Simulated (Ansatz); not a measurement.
**Ligand exchange: InH2Cl + NaSH → InH2(SH) + NaCl**

Species: InH2Cl `[Cl][InH2]`, singlet; NaSH `[Na][SH]`, singlet; InH2(SH), singlet; NaCl, singlet. The partners trade Cl for SH: In–Cl and Na–SH bonds give way to In–SH and Na–Cl.

Shapes, held fixed at every level: PBE0-D4/def2-TZVP. Programs: Ansatz 0.2.0. The zero-point and thermal change to 298 K, harmonic and unscaled (PBE0-D4/def2-TZVP), is +2.7 kJ/mol.

| level | kind | ΔH(298 K) (kJ/mol) | less CCSD(T)/def2-TZVPP |
| --- | --- | --- | --- |
| r2SCAN-D4/def2-TZVPP | meta-GGA | -48.0 | -1.4 |
| BHLYP-D4/def2-TZVPP | global hybrid | -46.6 | 0.0 |
| wB97M-V/def2-TZVPP | range-separated hybrid | -45.2 | +1.4 |
| B2PLYP/def2-TZVPP | double hybrid | -45.4 | +1.2 |
| MP2/def2-SVP | perturbation theory | -49.1 | -2.5 |
| MP2/def2-TZVPP | perturbation theory | -48.7 | -2.1 |
| CCSD/def2-TZVPP | coupled cluster or CI | -46.7 | -0.1 |
| CCSD(T)/def2-TZVPP | coupled cluster or CI | -46.6 | 0.0 |

The highest level, CCSD(T)/def2-TZVPP, gives ΔH(298 K) = -46.6 kJ/mol; the levels span -49.1 to -45.2. The column of differences is taken from that level and isn't an error. No measured value is set beside it here. For atoms past krypton def2 sets carry core potentials with scalar relativity. Outer-core shells of In, Na are correlated in most correlated rows, in sets that cover them unevenly.
